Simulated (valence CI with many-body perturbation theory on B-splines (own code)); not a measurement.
Hyperfine factors and g values of Hg58+

Level of theory: relativistic CI+MBPT: four valence electrons over a frozen Dirac-Fock core [Ar], radial functions for each j: 7 s, 7 p, 8 d, 6 f, 4 g, 1 h, with the one-electron correlation potential Σ1, the two-electron term Σ2, the three-electron term Σ3, Breit, model QED; selected CI, second order for the rest, scaled by the run's own slope (own B-spline code, finite nucleus).

No measured spectrum was set against this ion. As an estimate, large intervals hold to a few tenths of a per cent, small ones and those within an open d or f shell to about a per cent. Excitations out of the core, of the other parity, are not computed and may begin above about 268 eV (a cautious bound); beyond it only levels of the ground parity were kept, without lifetimes. Only levels of the ground parity were solved; by the run's estimate the other parity begins above the list, which can be wrong where configurations are misplaced.

A/g_I is the dipole constant over the nuclear g factor μ/I (μ in nuclear magnetons, uniformly magnetised nucleus), B/Q the quadrupole constant per barn. Both hold the static response of the core; the bare values leave it out. Large factors of s and p1/2 electrons are usually good to 5 to 10 %; those of open d and f shells near neutrality can be off by tens of per cent, and small factors of p3/2, d and f electrons come from cancelling terms and can be off by a factor of two or in sign, in half-filled shells by more. B is blank for J = 1/2, where it vanishes, and for nearly pure S terms. Energies count from the lowest level. Levels with J = 0 are left out.

Levels are named by their leading jj configuration (3d3/2^4 stands for four electrons in 3d with j = 3/2), which in mixed levels can hold well under half, so a name can repeat and another be missing. Letters in brackets count levels of one name in rising energy.

```
                    Level  E (eV)      g  A/g_I (MHz)  A/g_I bare  B/Q (MHz/b)  B/Q bare
      (3d3/2^3 3d5/2) J=1   95.78  1.488       -10800       -8820        24200     24400
      (3d3/2^3 3d5/2) J=4  108.54  1.051        84400       84900         9330      9120
      (3d3/2^3 3d5/2) J=2  112.98  1.176        58000       58900        83600     84300
      (3d3/2^3 3d5/2) J=3  116.48  1.096        76500       77100        68200     68700
(3d3/2^2 3d5/2^2) J=2 [a]  201.01  1.307        18800       20100        42500     42900
(3d3/2^2 3d5/2^2) J=4 [a]  203.97  1.131        67500       68200       -32100    -32600
(3d3/2^2 3d5/2^2) J=3 [a]  206.40  1.183        52700       53600        13100     13200
    (3d3/2^2 3d5/2^2) J=5  209.84  1.076        76100       76600        68100     68600
    (3d3/2^2 3d5/2^2) J=6  212.75  1.061        81300       81800        86900     87500
    (3d3/2^2 3d5/2^2) J=1  216.56  1.041        92100       92500        14300     14400
(3d3/2^2 3d5/2^2) J=3 [b]  219.12  1.046        88200       88600        14600     14700
(3d3/2^2 3d5/2^2) J=4 [b]  219.78  1.025        87100       87400       -20300    -20400
(3d3/2^2 3d5/2^2) J=2 [b]  222.18  1.067        79600       80100        39300     39600
(3d3/2^2 3d5/2^2) J=2 [c]  236.35  0.956       108000      108000       -10100    -10200
(3d3/2^2 3d5/2^2) J=4 [c]  242.24  1.169        59200       60000       129000    130000
(3d3/2^2 3d5/2^2) J=2 [d]  257.05  1.100        77200       77800       -52900    -53300
  (3d3/2 3d5/2^3) J=4 [a]  309.36  1.169        54700       55500       -75000    -75700
  (3d3/2 3d5/2^3) J=3 [a]  310.97  1.208        41100       42100         5210      5360
  (3d3/2 3d5/2^3) J=1 [a]  316.79  1.035        70700       71000        34600     34800
      (3d3/2 3d5/2^3) J=5  317.50  1.129        65900       66600       -48200    -48600
      (3d3/2 3d5/2^3) J=6  317.81  1.078        75000       75500        97300     98200
  (3d3/2 3d5/2^3) J=2 [a]  326.98  1.052        85200       85600        65100     65500
  (3d3/2 3d5/2^3) J=3 [b]  329.04  1.082        74900       75400        15300     15600
  (3d3/2 3d5/2^3) J=3 [c]  346.15  1.051        81900       82300       107000    108000
  (3d3/2 3d5/2^3) J=4 [b]  346.35  1.045        82600       83000        95400     96300
  (3d3/2 3d5/2^3) J=1 [b]  346.77  1.383        17800       19400       -57000    -57400
  (3d3/2 3d5/2^3) J=2 [b]  350.83  1.107        71100       71700      -139000   -140000
            (3d5/2^4) J=4  425.30  1.162        54300       55100       -90800    -91400
            (3d5/2^4) J=2  436.46  1.123        56200       56900        66900     67400
```

**Question.** Take the isotope of mass number 201, with I = 3/2, μ = -0.558 μN and Q = 0.387 b. What is the hyperfine structure of (3d3/2^3 3d5/2) J=4?

**Answer.** From the table A = -31400 MHz, B = 3610 MHz. Shifts from the centre of gravity in MHz: F = 5/2: 237000, F = 7/2: 125000, F = 9/2: -17300, F = 11/2: -187000.
